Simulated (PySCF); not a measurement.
Al(Me)2(H) anion (C₂H₇Al), SMILES [CH3][AlH][CH3] (connectivity only; charge and spin as stated), charge -1, multiplicity 2. Atoms are numbered in the order given.

```xyz
10

Al    -0.1592    -0.6623     0.0000
C      0.0421     0.4994    -1.6579
H     -0.0051    -0.0772    -2.5991
H     -0.7324     1.2854    -1.7223
H      1.0228     1.0187    -1.6468
C      0.0421     0.4994     1.6579
H     -0.0051    -0.0772     2.5991
H      1.0228     1.0187     1.6468
H     -0.7324     1.2854     1.7223
H      0.9937    -1.8361     0.0000
```
Charge -1, spin multiplicity 2.

Geometry: B3LYP-D3(BJ)/def2-SVPD. The multiplicity is an assumed one; other spin states were not compared. The isomer is the one that the SMILES or the coordinates give; other isomers of the formula were not compared.

Method: PBE/pcH-1 in PySCF.

Unrestricted Kohn–Sham, ⟨S²⟩ = 0.751. Hyperfine tensors hold the contact and dipolar terms, without spin-orbit corrections.

Problem. Estimate the hyperfine couplings. (An estimate is asked for; the answer gives what the named calculation found.)

Solution. 
| nucleus | A(iso) (MHz) | A(iso) (G) | dipolar principal values (MHz) |
|---|---|---|---|
| 27Al no. 1 | 349.0 | 124.5 | -47.5, -46.9, 94.4 |
| 13C no. 2 | 33.4 | 11.9 | -2.3, -2.0, 4.3 |
| 1H no. 3 | 0.0 | 0.0 | -2.9, -1.7, 4.5 |
| 1H no. 4 | 2.4 | 0.9 | -3.1, -1.7, 4.8 |
| 1H no. 5 | 32.9 | 11.7 | -2.4, -0.5, 2.9 |
| 13C no. 6 | 33.4 | 11.9 | -2.3, -2.0, 4.3 |
| 1H no. 7 | 0.0 | 0.0 | -2.9, -1.7, 4.5 |
| 1H no. 8 | 32.9 | 11.7 | -2.4, -0.5, 2.9 |
| 1H no. 9 | 2.4 | 0.9 | -3.1, -1.7, 4.8 |
| 1H no. 10 | 34.4 | 12.3 | -5.0, -1.0, 6.0 |

Problem. And the g tensor (effective nuclear charges for spin-orbit coupling, GIAO)? (The exact figures need the calculation; the answer reports its results.)

Solution. principal values 2.0022, 2.0025, 2.0028; isotropic 2.0025.
